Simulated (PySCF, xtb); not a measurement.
TiH4, SMILES [TiH4], multiplicity 1.

GFN2-xTB (xtb) at its own geometry gives an orbital gap of 2.11 eV and a dipole moment of 0.00 D.

Coordinates come from a B3LYP-D3(BJ)/def2-TZVPD optimisation. The spin state was assumed, not searched.

**Question.** What does PySCF with PBE/def2-TZVPD give? (Estimate from the structure and the level; the computed values follow.)

**Answer.** gap 3.12 eV (levels -7.45 and -4.33 eV), dipole 0.00 D.
